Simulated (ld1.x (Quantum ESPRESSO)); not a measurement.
**B: one change to a PAW potential, before and after**

```
Element                 : B
Generator               : ld1.x (Quantum ESPRESSO) 7.5
Type                    : PAW
Functional              : PBE
Relativity              : non-relativistic
Frozen core             : none
Valence charge          : 5
Reference configuration : 1s2 2s1 2p2
Partial waves           : 1s (bound): rcut 0.65, rcutus 0.75 bohr; 2s (bound): rcut 0.65, rcutus 0.75 bohr; 2p (bound): rcut 2.10, rcutus 2.75 bohr; 2p channel at 0.2 Ry: rcut 2.10, rcutus 2.75 bohr
Local potential         : all-electron potential smoothed inside 0.80 bohr (lloc = -1)
Core correction         : none
Augmentation charge     : PSQ, inside the norm-conserving radii
```

All-electron outer shells of the reference configuration (PBE, non-relativistic, ld1.x):

```csv
shell,level (eV),outermost node (bohr),outermost maximum (bohr)
1s,-181.68,–,0.21
2s,-9.91,0.46,1.52
2p,-4.06,–,1.55
```

Change: local potential all-electron potential smoothed inside 1.05 bohr (lloc = -1).

Cutoffs: the cutoffs (Ry, on a coarse ladder) from which the occupation-weighted sum of valence levels, in a spherical-Bessel basis at the reference potential, stays within 10 and 1 mRy of its value at 400 Ry; they do not see the model core or the augmentation charge, which bear on the density cutoff. Errors are all-electron minus pseudo energies relative to the spin-unpolarised reference configuration.

**Question.** What does the change do?

**Answer.** The potential gets neither clearly harder nor softer (160 Ry and 230 Ry → 160 Ry and 230 Ry); the number of tests with a reliable result goes from 7 to 0 (the test run of the changed file stopped, so its transferability is not established); the range in which the p phases agree widens (upper end 0.7 → 3.7); neither file shows a bound ghost.

```csv
quantity,base,changed
"cutoff, loose",160 Ry,160 Ry
"cutoff, tight",230 Ry,230 Ry
bound ghosts,none,none
tests with a reliable result,7 of 7,0 of 7 (the test run stopped)
s: phases at 3.00 bohr within 0.05 rad from the reference energy up to (Ry; the scan ends near 5),to the end of the scan,to the end of the scan
p: phases at 3.00 bohr within 0.05 rad from the reference energy up to (Ry; the scan ends near 5),0.7,3.7
lowest overlap eigenvalue by channel,"s 0.15, p 1.00","s 0.14, p 1.00"
```
